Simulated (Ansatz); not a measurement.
`CN[SiH2][GaH2]` + `O[SiH3]` → `[SiH3][O][GaH2]` + `CN[SiH3]` at 298.15 K and 1 bar (cleavage of the Ga–Si bond).

Calculated with Ansatz (gas phase, PBE0-D4/def2-TZVP geometries, no zero-point term in ΔE). CCSD(T)/CBS is the MP2 limit (def2-TZVPP, def2-QZVPP) plus CCSD(T) − MP2 in def2-TZVPP, frozen cores. For Ga outer-core shells are correlated without core-valence functions, which leaves a few kJ/mol of doubt a bond. Scalar relativity is left out up to krypton. One conformer a species, not always the lowest.

```tsv
species	CCSD(T)/CBS energy (Eh)	H − E (kJ/mol)	S (J/(mol·K))
`CN[SiH2][GaH2]`	-2310.57822	245.7	373.9
`O[SiH3]`	-366.69042	113.6	257.8
`[SiH3][O][GaH2]`	-2291.24790	130.4	331.5
`CN[SiH3]`	-386.04948	224.3	300.3
```

H − E and S are ideal-gas, rigid-rotor, harmonic terms from PBE0-D4/def2-TZVP, for one conformer and one mirror image of each species. 1 Eh = 2625.50 kJ/mol, R = 8.31446 J/(mol·K).

**Question.** By hand: ΔE, ΔH, ΔS and ΔG.

**Answer.** ΔE = (-2291.24790) + (-386.04948) − (-2310.57822) − (-366.69042) = -0.02874 Eh = -75.5 kJ/mol. Δ(H − E) = 130.4 + 224.3 − 245.7 − 113.6 = -4.6, so ΔH = -80.1 kJ/mol. ΔS = 331.5 + 300.3 − 373.9 − 257.8 = 0.1 J/(mol·K). ΔG = -80.1 − 298.15 × (0.1)/1000 = -80.1 kJ/mol.

**Question.** By hand: the equilibrium constant, and the temperature at which ΔG would vanish if ΔH and ΔS stayed fixed.

**Answer.** log₁₀ K = −ΔG/(RT ln 10) = 14.0. ΔH and −TΔS have one sign here, so there is no such temperature. One of them is within its doubt of zero, so this could turn.

The number of gas molecules stays the same, so ΔS is small and ΔH decides. A doubt of 5 kJ/mol in ΔE shifts log₁₀ K by 0.9 here. Other conformers and mirror images would add mixing entropy, several J/(mol·K) or more a flexible species. These are equilibria of isolated gas molecules and say nothing of rates. Largest T1 diagnostic: 0.014 (customary marks: 0.02 for closed shells, 0.045 for open ones).
